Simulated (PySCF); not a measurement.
NMR data simulated for an unnamed compound:

$^{1}$H NMR (600 MHz, computed): δ 6.95 (m, 1H), 5.92 (m, 1H), 4.89 (m, 1H), 2.51 (s, 3H), 2.25 (s, 3H).

$^{13}$C{$^{1}$H} NMR (computed): δ 148.6 (C), 141.7 (C), 136.5 (CH), 101.9 (CH2), 18.5 (CH3), 12.0 (CH3).

- B97-2/pcSseg-1 with gauge-including orbitals
- PBE0-D3(BJ)/def2-SVP structure
- run in PySCF 2.14
- rapidly exchanging positions averaged, a single conformation, no solvent model, non-relativistic Hamiltonian

Scale: TMS for $^{1}$H (31.38 ppm) and $^{13}$C (183.69 ppm) (reference shieldings calculated alike).

Q: Which of these does the molecule contain: an N-methyl group, a vinyl group CH=CH2, an S-methyl group, an NH or NH2 group, a C≡C triple bond, a heteroaromatic ring?

A: 
- An N-methyl group: no.
- A vinyl group CH=CH2: yes (δC 101.9, 136.5; δH 5.92 (m), 4.89 (m), 6.95 (m)).
- An S-methyl group: yes (δC 18.5; δH 2.51 (s)).
- An NH or NH2 group: no.
- A C≡C triple bond: no.
- A heteroaromatic ring: yes.

The data belong to SMILES n1n(C=C)nc(C)c1SC, C6H9N3S; they needn't prove each group on their own.

Carbon signals by region: 4 in the sp2 and nitrile region (100–160 ppm), 2 below 50 ppm.

Shifts are as computed. Against solution values, carbons near 30 ppm lie about +1 ppm off and those near 130 ppm about +2 ppm. Of 1313 compounds with measured shifts, 239 miss one by over three times the rms of a fit or turn the order of signals round; such compounds aren't used in these exercises. Multiplicities follow the n + 1 count of equivalent neighbours, as no J values were calculated; m marks all less simple cases, F and P coupling included.
